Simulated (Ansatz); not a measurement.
Ansatz (a program for electronic structure) input for ethylene carbonate cation (C₃H₄O₃), SMILES O=C1OCCO1 (connectivity only; charge and spin as stated), charge +1, multiplicity 2, PBE-D3(BJ)/def2-SVP. 

Ansatz 0.2 input:
```yaml
crystal:
  periodic: [false, false, false]
  atoms:
    - {symbol: O, position_ang: [-0.00000000, -0.00000001, 2.05681726]}
    - {symbol: C, position_ang: [0.00000000, -0.00000000, 0.89659588]}
    - {symbol: O, position_ang: [0.00000000, 1.10745424, 0.04566007]}
    - {symbol: C, position_ang: [-0.00000000, 0.75042987, -1.28228036]}
    - {symbol: C, position_ang: [0.00000000, -0.75042986, -1.28228037]}
    - {symbol: O, position_ang: [-0.00000000, -1.10745423, 0.04566006]}
    - {symbol: H, position_ang: [0.87386840, 1.22929902, -1.79432750]}
    - {symbol: H, position_ang: [-0.87386839, 1.22929903, -1.79432750]}
    - {symbol: H, position_ang: [-0.87386839, -1.22929901, -1.79432752]}
    - {symbol: H, position_ang: [0.87386839, -1.22929902, -1.79432751]}
basis:
  gaussian:
    orbitals: def2-SVP
hamiltonian:
  xc: pbe
  dispersion: d3bj
total_charge: 1
magnetization: {spin_polarized: true, initial_magnetization: 1}
relax: {f_tol: 0.002, max_steps: 200}
```

Program output:

```
WARN ansatz: RAYON_NUM_THREADS=1 ignored (pool sized by the plan → 1); use --threads N
Functional definition: PBE
integrals: 0.04 GiB planned
1135 factors; their error is unknown
mean field: 0.36 GiB planned
mean field evaluation 1: about -9277.9333 eV, gradient 5.5e1 eV
mean field evaluation 2: about -9245.5540 eV, gradient 9.8e1 eV
mean field evaluation 4: about -9289.2231 eV, gradient 1.0e1 eV
mean field evaluation 8: about -9284.4209 eV, gradient 2.9e1 eV
mean field evaluation 16: about -9289.7215 eV, gradient 1.7e-1 eV
mean field evaluation 32: about -9289.7236 eV, gradient 1.8e-4 eV
mean field evaluation 64: about -9289.6866 eV, gradient 2.7e0 eV
mean field -9289.72361723 eV, -341.3910461325 hartree, gradient 2.6e-6 eV, S^2 0.752891; 9 other end points of the search recorded, 0 dependent functions left out
the calculation of the forces begins
reference -9289.72364206 eV, -341.3910470450 hartree; 23, 22 occupied and 81, 82 virtual orbitals, 1135 factors
WARN: the results are in doubt because the forces break the atoms' symmetry
relax step   1: F+E_penalty+E_count = -9289.90922831 eV  Δ(F+E_penalty+E_count) = +0.000e0 eV  max|allowed force component| = 1.511e0 eV/Å  Δτ_max = 0.0000 Å  (290 SCF iters, accepted)
these checks for a lower state are left out or cut short: starts, cluster_reference, orbital_swaps, neighbouring_geometries, increment
integrals: 0.04 GiB planned
1135 factors; their error is unknown
mean field: 0.36 GiB planned
mean field evaluation 96: about -9289.0359 eV, gradient 2.8e0 eV
mean field -9289.78223211 eV, -341.3932001893 hartree, gradient 1.5e-5 eV, S^2 0.752654; 1 other end points of the search recorded, 0 dependent functions left out
the calculation of the forces begins
reference -9289.78225716 eV, -341.3932011102 hartree; 23, 22 occupied and 81, 82 virtual orbitals, 1135 factors
relax step   2: F+E_penalty+E_count = -9289.96714915 eV  Δ(F+E_penalty+E_count) = -5.792e-2 eV  max|allowed force component| = 8.663e-1 eV/Å  Δτ_max = 0.0403 Å  (99 SCF iters, accepted)
these checks for a lower state are left out or cut short: starts, cluster_reference, orbital_swaps, neighbouring_geometries, increment
integrals: 0.04 GiB planned
1135 factors; their error is unknown
mean field: 0.36 GiB planned
mean field evaluation 128: about -9289.7805 eV, gradient 1.6e-5 eV
mean field -9289.78051473 eV, -341.3931370770 hartree, gradient 1.6e-5 eV, S^2 0.752532; 2 other end points of the search recorded, 0 dependent functions left out
the calculation of the forces begins
reference -9289.78054051 eV, -341.3931380245 hartree; 23, 22 occupied and 81, 82 virtual orbitals, 1135 factors
relax step   3: F+E_penalty+E_count = -9289.96420681 eV  Δ(F+E_penalty+E_count) = +2.942e-3 eV  max|allowed force component| = 2.309e0 eV/Å  Δτ_max = 0.1664 Å  (113 SCF iters, rejected (line search))
these checks for a lower state are left out or cut short: starts, cluster_reference, orbital_swaps, neighbouring_geometries, increment
integrals: 0.04 GiB planned
1135 factors; their error is unknown
mean field: 0.36 GiB planned
mean field -9289.83873215 eV, -341.3952765275 hartree, gradient 1.8e-5 eV, S^2 0.752419; 1 other end points of the search recorded, 0 dependent functions left out
the calculation of the forces begins
reference -9289.83875755 eV, -341.3952774612 hartree; 23, 22 occupied and 81, 82 virtual orbitals, 1135 factors
relax step   4: F+E_penalty+E_count = -9290.02328826 eV  Δ(F+E_penalty+E_count) = -5.614e-2 eV  max|allowed force component| = 6.589e-1 eV/Å  Δτ_max = 0.0811 Å  (94 SCF iters, accepted)
these checks for a lower state are left out or cut short: starts, cluster_reference, orbital_swaps, neighbouring_geometries, increment
integrals: 0.04 GiB planned
1135 factors; their error is unknown
mean field: 0.36 GiB planned
mean field evaluation 160: about -9289.0688 eV, gradient 8.1e-1 eV
mean field -9289.85948879 eV, -341.3960393200 hartree, gradient 2.0e-5 eV, S^2 0.752416; 2 other end points of the search recorded, 0 dependent functions left out
the calculation of the forces begins
reference -9289.85951423 eV, -341.3960402550 hartree; 23, 22 occupied and 81, 82 virtual orbitals, 1135 factors
relax step   5: F+E_penalty+E_count = -9290.04411611 eV  Δ(F+E_penalty+E_count) = -2.083e-2 eV  max|allowed force component| = 1.099e0 eV/Å  Δτ_max = 0.0975 Å  (109 SCF iters, accepted)
these checks for a lower state are left out or cut short: starts, cluster_reference, orbital_swaps, neighbouring_geometries, increment
integrals: 0.04 GiB planned
1135 factors; their error is unknown
mean field: 0.36 GiB planned
mean field -9289.88982093 eV, -341.3971540057 hartree, gradient 1.8e-5 eV, S^2 0.752284; 0 other end points of the search recorded, 0 dependent functions left out
the calculation of the forces begins
reference -9289.88984620 eV, -341.3971549345 hartree; 23, 22 occupied and 81, 82 virtual orbitals, 1135 factors
relax step   6: F+E_penalty+E_count = -9290.07537047 eV  Δ(F+E_penalty+E_count) = -3.125e-2 eV  max|allowed force component| = 4.914e-1 eV/Å  Δτ_max = 0.1151 Å  (38 SCF iters, accepted)
these checks for a lower state are left out or cut short: starts, cluster_reference, orbital_swaps, neighbouring_geometries, increment
integrals: 0.05 GiB planned
1135 factors; their error is unknown
mean field: 0.36 GiB planned
mean field -9289.91113558 eV, -341.3979373048 hartree, gradient 1.3e-5 eV, S^2 0.752269; 0 other end points of the search recorded, 0 dependent functions left out
the calculation of the forces begins
reference -9289.91116076 eV, -341.3979382299 hartree; 23, 22 occupied and 81, 82 virtual orbitals, 1135 factors
relax step   7: F+E_penalty+E_count = -9290.09677475 eV  Δ(F+E_penalty+E_count) = -2.140e-2 eV  max|allowed force component| = 3.359e-1 eV/Å  Δτ_max = 0.0232 Å  (40 SCF iters, accepted)
these checks for a lower state are left out or cut short: starts, cluster_reference, orbital_swaps, neighbouring_geometries, increment
integrals: 0.04 GiB planned
1135 factors; their error is unknown
mean field: 0.36 GiB planned
mean field evaluation 192: about -9289.8986 eV, gradient 1.5e-5 eV
mean field -9289.89864318 eV, -341.3974782173 hartree, gradient 1.5e-5 eV, S^2 0.752338; 0 other end points of the search recorded, 0 dependent functions left out
the calculation of the forces begins
reference -9289.89866813 eV, -341.3974791345 hartree; 23, 22 occupied and 81, 82 virtual orbitals, 1135 factors
relax step   8: F+E_penalty+E_count = -9290.08392447 eV  Δ(F+E_penalty+E_count) = +1.285e-2 eV  max|allowed force component| = 6.920e-1 eV/Å  Δτ_max = 0.0332 Å  (39 SCF iters, rejected (line search))
these checks for a lower state are left out or cut short: starts, cluster_reference, orbital_swaps, neighbouring_geometries, increment
integrals: 0.05 GiB planned
1135 factors; their error is unknown
mean field: 0.36 GiB planned
mean field -9289.92459879 eV, -341.3984320686 hartree, gradient 1.2e-5 eV, S^2 0.752254; 0 other end points of the search recorded, 0 dependent functions left out
the calculation of the forces begins
reference -9289.92462383 eV, -341.3984329886 hartree; 23, 22 occupied and 81, 82 virtual orbitals, 1135 factors
relax step   9: F+E_penalty+E_count = -9290.11036985 eV  Δ(F+E_penalty+E_count) = -1.360e-2 eV  max|allowed force component| = 1.106e-1 eV/Å  Δτ_max = 0.0164 Å  (40 SCF iters, accepted)
these checks for a lower state are left out or cut short: starts, cluster_reference, orbital_swaps, neighbouring_geometries, increment
integrals: 0.04 GiB planned
1135 factors; their error is unknown
mean field: 0.36 GiB planned
mean field -9289.91318058 eV, -341.3980124568 hartree, gradient 2.8e-5 eV, S^2 0.752196; 0 other end points of the search recorded, 0 dependent functions left out
the calculation of the forces begins
reference -9289.91320580 eV, -341.3980133837 hartree; 23, 22 occupied and 81, 82 virtual orbitals, 1135 factors
relax step  10: F+E_penalty+E_count = -9290.09863261 eV  Δ(F+E_penalty+E_count) = +1.174e-2 eV  max|allowed force component| = 4.502e-1 eV/Å  Δτ_max = 0.0689 Å  (39 SCF iters, rejected (line search))
these checks for a lower state are left out or cut short: starts, cluster_reference, orbital_swaps, neighbouring_geometries, increment
integrals: 0.05 GiB planned
1135 factors; their error is unknown
mean field: 0.36 GiB planned
mean field -9289.92608506 eV, -341.3984866880 hartree, gradient 1.5e-5 eV, S^2 0.752230; 0 other end points of the search recorded, 0 dependent functions left out
the calculation of the forces begins
reference -9289.92611014 eV, -341.3984876096 hartree; 23, 22 occupied and 81, 82 virtual orbitals, 1135 factors
relax step  11: F+E_penalty+E_count = -9290.11188594 eV  Δ(F+E_penalty+E_count) = -1.516e-3 eV  max|allowed force component| = 6.904e-2 eV/Å  Δτ_max = 0.0165 Å  (41 SCF iters, accepted)
these checks for a lower state are left out or cut short: starts, cluster_reference, orbital_swaps, neighbouring_geometries, increment
integrals: 0.05 GiB planned
1135 factors; their error is unknown
mean field: 0.36 GiB planned
mean field evaluation 224: about -9289.9261 eV, gradient 1.5e-5 eV
mean field -9289.92605761 eV, -341.3984856793 hartree, gradient 1.5e-5 eV, S^2 0.752238; 0 other end points of the search recorded, 0 dependent functions left out
the calculation of the forces begins
reference -9289.92608269 eV, -341.3984866007 hartree; 23, 22 occupied and 81, 82 virtual orbitals, 1135 factors
relax step  12: F+E_penalty+E_count = -9290.11187168 eV  Δ(F+E_penalty+E_count) = +1.426e-5 eV  max|allowed force component| = 7.611e-2 eV/Å  Δτ_max = 0.0043 Å  (40 SCF iters, rejected (line search))
these checks for a lower state are left out or cut short: starts, cluster_reference, orbital_swaps, neighbouring_geometries, increment
integrals: 0.05 GiB planned
1135 factors; their error is unknown
mean field: 0.36 GiB planned
mean field -9289.92614074 eV, -341.3984887341 hartree, gradient 1.3e-5 eV, S^2 0.752234; 0 other end points of the search recorded, 0 dependent functions left out
the calculation of the forces begins
reference -9289.92616582 eV, -341.3984896558 hartree; 23, 22 occupied and 81, 82 virtual orbitals, 1135 factors
relax step  13: F+E_penalty+E_count = -9290.11194954 eV  Δ(F+E_penalty+E_count) = -6.360e-5 eV  max|allowed force component| = 3.422e-3 eV/Å  Δτ_max = 0.0021 Å  (33 SCF iters, accepted)
these checks for a lower state are left out or cut short: starts, cluster_reference, orbital_swaps, neighbouring_geometries, increment
integrals: 0.05 GiB planned
1135 factors; their error is unknown
mean field: 0.36 GiB planned
mean field -9289.92615059 eV, -341.3984890962 hartree, gradient 8.0e-5 eV, S^2 0.752235; 0 other end points of the search recorded, 0 dependent functions left out
the calculation of the forces begins
reference -9289.92617567 eV, -341.3984900178 hartree; 23, 22 occupied and 81, 82 virtual orbitals, 1135 factors
relax step  14: F+E_penalty+E_count = -9290.11195500 eV  Δ(F+E_penalty+E_count) = -5.464e-6 eV  max|allowed force component| = 2.330e-3 eV/Å  Δτ_max = 0.0008 Å  (26 SCF iters, accepted)
these checks for a lower state are left out or cut short: starts, cluster_reference, orbital_swaps, neighbouring_geometries, increment
integrals: 0.05 GiB planned
1135 factors; their error is unknown
mean field: 0.36 GiB planned
mean field -9289.92615117 eV, -341.3984891174 hartree, gradient 2.2e-5 eV, S^2 0.752235; 0 other end points of the search recorded, 0 dependent functions left out
the calculation of the forces begins
reference -9289.92617625 eV, -341.3984900391 hartree; 23, 22 occupied and 81, 82 virtual orbitals, 1135 factors
relax step  15: F+E_penalty+E_count = -9290.11195525 eV  Δ(F+E_penalty+E_count) = -2.490e-7 eV  max|allowed force component| = 1.464e-3 eV/Å  Δτ_max = 0.0002 Å  (26 SCF iters, accepted)
integrals: 0.05 GiB planned
1135 factors; their error is unknown
mean field: 0.36 GiB planned
mean field evaluation 256: about -9289.9261 eV, gradient 5.2e-2 eV
mean field evaluation 288: about -9289.3762 eV, gradient 2.8e0 eV
mean field -9289.92615117 eV, -341.3984891174 hartree, gradient 2.2e-5 eV, S^2 0.752235; 6 other end points of the search recorded, 0 dependent functions left out
the calculation of the forces begins
reference -9289.92617625 eV, -341.3984900391 hartree; 23, 22 occupied and 81, 82 virtual orbitals, 1135 factors
Total energy: -9290.11198033 eV, -341.4053182131 hartree
Atom 0 at    -0.262138    -0.000000     2.002688 Å, force    -0.000524    -0.000000    -0.000465 eV/Å
Atom 1 at     0.029524     0.000000     0.825451 Å, force     0.001464     0.000000     0.000943 eV/Å
Atom 2 at     0.181537     1.114091     0.077209 Å, force    -0.000526     0.000082     0.000331 eV/Å
Atom 3 at     0.004968     0.763282    -1.294556 Å, force     0.000369    -0.000092    -0.000596 eV/Å
Atom 4 at     0.004968    -0.763282    -1.294556 Å, force     0.000369     0.000092    -0.000596 eV/Å
Atom 5 at     0.181537    -1.114091     0.077209 Å, force    -0.000526    -0.000082     0.000331 eV/Å
Atom 6 at     0.853824     1.238798    -1.851295 Å, force    -0.000294    -0.000264     0.000016 eV/Å
Atom 7 at    -0.924022     1.238397    -1.693996 Å, force    -0.000018    -0.000265     0.000009 eV/Å
Atom 8 at    -0.924022    -1.238397    -1.693996 Å, force    -0.000018     0.000265     0.000009 eV/Å
Atom 9 at     0.853824    -1.238798    -1.851295 Å, force    -0.000294     0.000264     0.000016 eV/Å
Dipole moment:    -0.001947     0.000000    -1.121428 e Å
```

The run converged.
